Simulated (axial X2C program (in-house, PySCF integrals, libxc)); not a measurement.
# IrS: nuclear properties from DFT to coupled cluster

Computed with an in-house all-electron X2C program for linear molecules (integrals from PySCF): two-component X2C with atomic mean-field Coulomb and Gaunt terms, Gaussian nuclei, basis Ir dyall-acv3z, S dyall-av3z with contracted cores.

R = 2.057 Å (near the PBE0 minimum at charge 0 of the determinant lowest at the starting distance; the state shown can have its own minimum elsewhere); state Ω = 7/2 (⟨Sz⟩ = 1.46, ⟨Lz⟩ = 2.04 at PBE0).

| level | Eeff magnitude (GV/cm) | Ws magnitude Ir (kHz) | A∥/gI Ir (MHz) | A∥/gI S (MHz) | μ (D) |
| --- | --- | --- | --- | --- | --- |
| PBE0 | 9.68 | 1.87 | 417 | -37 | -2.37 |
| HF | 24.3 | 6.59 | 481 | -66.7 | -3.99 |
| B3LYP | 13.4 | 3.04 | 353 | -33.9 | -2.08 |

Eeff is the effective electric field on the electron electric dipole moment in this Ω state and Ws the scalar–pseudoscalar constant of the nucleus named (defined with the proton number Z and per Ω); A∥ (defined per Ω) follows by multiplying with gI = μI/(I μN); μ is positive if the S end (last atom) is positive. The operators were transformed with the bare-nucleus X2C matrices; with these basis sets, hyperfine constants and field gradients can be off by tens of per cent, and where levels differ in sign neither size nor sign is settled.

Finite-field MP2, CCSD and CCSD(T), with 23 electrons correlated in 130 natural virtual spinors (MP2 remainder added):

| level | Eeff magnitude (GV/cm) | Ws magnitude Ir (kHz) | A∥/gI Ir (MHz) | A∥/gI S (MHz) | μ (D) |
| --- | --- | --- | --- | --- | --- |
| MP2 | 22.9 | 5.75 | 23.2 | 3.82 | -2.01 |
| CCSD | 24.9 | 6.61 | 173 | -33.8 | -2.42 |
| CCSD(T) | 25.3 | 6.72 | 101 | -23.8 | -2.11 |

T1 = 0.038 (Lee–Taylor), a sign of multireference character. One unrestricted determinant, the lowest of a limited PBE0 search, is the reference; the functionals treat spin collinearly. With several open shells it need not be a pure state. Eeff spreads by more than a factor of two over the levels. Correlation of the inner shells is missing, which matters for properties at the nucleus. Number of frozen shells: Ir 4 s, 3 p, 2 d, 1 f; S 2 s, 1 p.

(1) By how much does correlation change each value, CCSD(T) against HF?

Answers

(1) Eeff magnitude 4 %; Ws magnitude Ir 2 %; A∥/gI Ir -79 %; A∥/gI S -64 %; μ -47 %.
